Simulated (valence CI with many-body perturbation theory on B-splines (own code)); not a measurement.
## Ar¹²⁺ in brief

Level of theory: relativistic CI+MBPT: four valence electrons over a frozen Dirac-Fock core [He], radial functions for each j: 11 s, 11 p, 9 d, 7 f, 5 g, 2 h, 1 i, with the one-electron correlation potential Σ1, the two-electron term Σ2, the three-electron term Σ3, Breit, model QED; selected CI, second order for the rest, scaled by the run's own slope (own B-spline code, finite nucleus).

No measured spectrum was set against this ion. As an estimate, levels of excited configurations hold to 0.05 to 0.15 % of their energy, terms of the ground configuration to about 0.5 %. Among the levels kept, up to 280 cm⁻¹ of a level comes from second order outside the variational space, and about a tenth of that is noise between levels of different J, which matters for small intervals.

Rates and lifetimes use the calculated energies. Strong lines usually hold to 10 to 20 %, long lifetimes can be off by a factor of two.

(1) What is the ground level?

(2) What are the static dipole polarisabilities of the lowest levels?

(3) What is the ionisation energy?

(4) How well does LS coupling describe the low levels?

(5) Name the longest-lived excited levels whose lifetime is computed, and their main decay.

## Answers

(1) 2s2 2p2 3P_0, composition 97 % 2s2 2p2 3P + 2 % 2s2 2p2 1S.

(2) 2s2 2p2 3P_0 0.0474; 2s2 2p2 3P_1 0.0478 (tensor 0.0020); 2s2 2p2 3P_2 0.0477 (tensor -0.0036); 2s2 2p2 1D_2 0.0429 (tensor 0.011) bohr³, of which the core gives 9.14e-05.

(3) 685.9 eV; NIST lists 685.5 ± 0.3 eV (semi-empirical).

(4) Among the lowest 20 levels the leading LS term, summed over configurations, holds 98 % on average. For single configurations the figures are 97 % in LS and 69 % in jj coupling. Terms hardly mix: every one of these levels is at least 95 % one term.

(5) 2s2 2p2 3P_1 at 1.22 eV lives 58.8 ms, mostly by M1 to 2s2 2p2 3P_0; 2s2 2p2 3P_2 at 2.71 eV lives 44.0 ms, mostly by M1 to 2s2 2p2 3P_1; 2s2 2p2 1D_2 at 10.56 eV lives 2.35 ms, mostly by M1 to 2s2 2p2 3P_2.
